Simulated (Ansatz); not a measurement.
Born–Oppenheimer molecular dynamics of CH₃B₂Cl (7 atoms, charge 0, multiplicity 1). It starts from a relaxed structure.

Method: Ansatz, RKS revPBE/def2-SVP.

* ensemble: NVE (velocity Verlet)
* time step: 0.25 fs
* steps asked: 300
* starting velocities drawn for: 500 K
* seed: 188772

First frame:

```xyz
7
Properties=species:S:1:pos:R:3
Cl -1.886 -0.755 -1.294
C -0.541 -0.147 -0.323
B -0.139 0.964 0.545
B 0.962 -0.156 0.316
H 0.225 -1.024 -0.527
H -0.556 1.994 1.000
H 1.935 -0.875 0.284
```

How far do the bonds stretch over the last three quarters of this one trajectory? (Pairs bonded in most of those frames.)


| bond | mean (Å) | spread (Å) | shortest | longest |
| --- | --- | --- | --- | --- |
| Cl1–C2 | 1.773 | 0.019 | 1.74 | 1.80 |
| C2–B3 | 1.472 | 0.024 | 1.43 | 1.51 |
| C2–B4 | 1.635 | 0.029 | 1.59 | 1.69 |
| C2–H5 | 1.181 | 0.019 | 1.14 | 1.22 |
| B3–B4 | 1.592 | 0.018 | 1.56 | 1.62 |
| B3–H6 | 1.203 | 0.047 | 1.13 | 1.28 |
| B4–H7 | 1.219 | 0.022 | 1.18 | 1.25 |

Mean temperature of the second half: 260 K. The conserved energy stayed within 0.051 meV per atom of its start (net change 0.0053 meV per atom), so the integration is sound. The temperature averaged 0.52 of the 500 K drawn at the start: a run that starts near a minimum puts about half its kinetic energy into the potential. A run of 0.075 ps of so small a system gives no equilibrium averages.

The run took 5.4 min on 1 thread of Arm Neoverse V2, with other jobs on the host, peak memory 0.093 GiB.
